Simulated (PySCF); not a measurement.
Se(F)(SH) (FHSSe), SMILES F[Se]S. Geometry: PBE0-D3(BJ)/def2-TZVP. The values are those of a single conformer.

### Question
Give the equilibrium geometry at PBE0-D3(BJ)/def2-TZVP (PySCF confirms it by a frequency run) as Cartesian coordinates in Å. (An estimate is asked for; the answer gives what the named calculation found.)

### Answer
One answer among several that fit: 
```xyz
4

Se     0.2031     0.1968     0.5429
F      1.3528     0.8955    -0.6014
S     -1.1596    -0.7978    -0.7610
H     -0.5288    -1.9851    -0.8710
```
